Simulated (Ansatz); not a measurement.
`CB(O)OCF` + `CC` → `CB(C)O` + `COCF`  (formal exchange of groups at a B–O bond)

Computed with Ansatz on PBE0-D4/def2-TZVP structures; ΔE is electronic, products minus reactants. CBS: MP2 limit from def2 TZ/QZ plus the TZ coupled-cluster correction, frozen cores. This one scheme is used for every species. DFT in def2-TZVPP. B3LYP here is the variant with VWN-RPA as its local correlation; programs differ in this. HSE06 is defined as in plane-wave codes. Each species was taken in one conformer, which may not be the lowest.

`CB(O)OCF`:

```xyz
12

C     0.059   -1.164    0.900
B     0.058   -0.651   -0.579
O     0.215   -1.525   -1.605
O    -0.115    0.675   -0.937
C    -0.205    1.674    0.003
F     1.051    2.024    0.439
H     0.283   -2.230    0.944
H     0.792   -0.629    1.510
H    -0.916   -1.009    1.374
H     0.202   -1.083   -2.460
H    -0.647    2.553   -0.470
H    -0.777    1.364    0.883
```

`CC`:

Z-matrix (Å, degrees):
```
C
C 1 1.519
H 1 1.093 2 111.4
H 1 1.093 2 111.4 3 120.0
H 1 1.093 2 111.4 3 -120.0
H 2 1.093 1 111.4 3 180.0
H 2 1.093 1 111.4 3 -60.0
H 2 1.093 1 111.4 3 60.0
```

`CB(C)O`:

```xyz
11

C     0.120   -1.198    0.883
B     0.312   -0.097   -0.219
C    -0.653    1.143   -0.338
O     1.358   -0.261   -1.078
H     0.729   -2.086    0.706
H     0.402   -0.788    1.860
H    -0.928   -1.499    0.979
H    -0.302    1.930   -1.012
H    -1.628    0.806   -0.708
H    -0.848    1.595    0.639
H     1.436    0.456   -1.713
```

`COCF`:

Z-matrix (Å, degrees):
```
C
O 1 1.414
H 1 1.097 2 110.8
H 1 1.089 2 107.0 3 118.9
H 1 1.093 2 111.3 3 -121.6
C 2 1.362 1 114.0 3 55.1
F 6 1.383 2 111.4 1 70.0
H 6 1.099 2 112.1 1 -48.8
H 6 1.091 2 107.6 1 -172.1
```

```csv
level,ΔE (kcal/mol),difference from CCSD(T)/CBS
LDA (SPW92),37.9,-1.0
PBE-D4,36.7,-2.2
revPBE-D4,36.5,-2.4
BLYP-D4,37.3,-1.6
r2SCAN-D4,38.5,-0.4
PBE0-D4,38.0,-0.9
B3LYP-D4,38.3,-0.6
r2SCANh-D4,38.8,-0.1
r2SCAN0-D4,39.4,0.5
HSE06-D4,38.0,-0.9
BHLYP-D4,39.7,0.8
CAM-B3LYP-D4,38.9,0.0
ωB97X-V,38.0,-0.9
ωB97M-V,38.6,-0.3
B2PLYP,38.8,-0.1
PBE-QIDH,39.3,0.4
PBE,36.5,-2.4
revPBE,35.9,-3.0
r2SCAN,38.4,-0.5
PBE0,37.8,-1.1
r2SCANh,38.8,-0.1
r2SCAN0,39.3,0.4
HSE06,37.8,-1.1
BHLYP,39.4,0.5
CAM-B3LYP,38.7,-0.2
LC-ωPBE,38.2,-0.7
RPA@PBE/def2-TZVPP,37.8,-1.1
HF/def2-SVP,41.5,2.6
MP2/def2-SVP,42.9,4.0
CCSD(T)/def2-SVP,41.7,2.8
HF/def2-TZVPP,40.2,1.3
MP2/def2-TZVPP,39.9,1.0
SCS-MP2/def2-TZVPP,39.4,0.5
CCSD/def2-TZVPP,39.2,0.3
CCSD(T)/def2-TZVPP,39.0,0.1
MP2/def2-QZVPP,39.9,1.0
SCS-MP2/def2-QZVPP,39.4,0.5
HF/CBS(def2),40.2,1.3
MP2/CBS(def2),39.8,0.9
CCSD/CBS(def2),39.2,0.3
CCSD(T)/CBS,38.9,0
```

Largest T1 diagnostic among the species: 0.012.

From PBE to PBE0 (25 % exact exchange), in def2-TZVPP and without D4, ΔE moves by +1.3 kcal/mol. Leaving LDA and LC-ωPBE aside and taking each functional with its dispersion term where it has one, the values spread over 3.2 kcal/mol, from revPBE-D4 to BHLYP-D4. LDA lies +1.4 kcal/mol from PBE without D4.
